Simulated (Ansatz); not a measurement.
Species: C6H11, net charge 0, doublet state. It need not be the lowest isomer of its formula. 
Coordinates optimised at B3LYP-D3(BJ)/def2-TZVP (Ansatz, a quantum-chemistry and plane-wave program):
```xyz
17

C      2.0273    -0.8431     0.0736
C      0.6175    -0.4103     0.4763
C     -0.4844    -1.0465    -0.3099
C     -1.5493    -0.0679    -0.6766
C     -1.1863     1.1870     0.1446
C      0.3371     1.0969     0.2982
H      2.2153    -0.6095    -0.9768
H      2.7812    -0.3315     0.6766
H      2.1640    -1.9179     0.2087
H      0.4910    -0.6570     1.5447
H     -0.5066    -2.0966    -0.5682
H     -1.5261     0.1601    -1.7534
H     -2.5622    -0.4310    -0.4738
H     -1.5154     2.1147    -0.3247
H     -1.6604     1.1305     1.1280
H      0.8239     1.4421    -0.6196
H      0.7237     1.6992     1.1215
```
Charge 0, spin multiplicity 2.

Computed values are from Ansatz. Cores are frozen in the correlated levels unless marked. UHF or UKS for open shells. No spin-orbit coupling. No relativistic terms. Basis-set limits of correlation are two-point, X^-3; Hartree-Fock from the larger set. [CCSD(T)-MP2]/basis is that difference in the basis named.

```yaml
atomisation energy De: 6921.9 kJ/mol at RI-MP2/CBS(cc-pVTZ,cc-pVQZ)+[CCSD(T)-MP2]/cc-pVTZ
total_energy: -234.8840 Eh at RI-MP2/CBS(cc-pVTZ,cc-pVQZ)+[CCSD(T)-MP2]/cc-pVTZ
dipole_moment: 0.20 D at CCSD(T)/aug-cc-pVDZ
T1 diagnostic: 0.011 at CCSD/cc-pVTZ
```
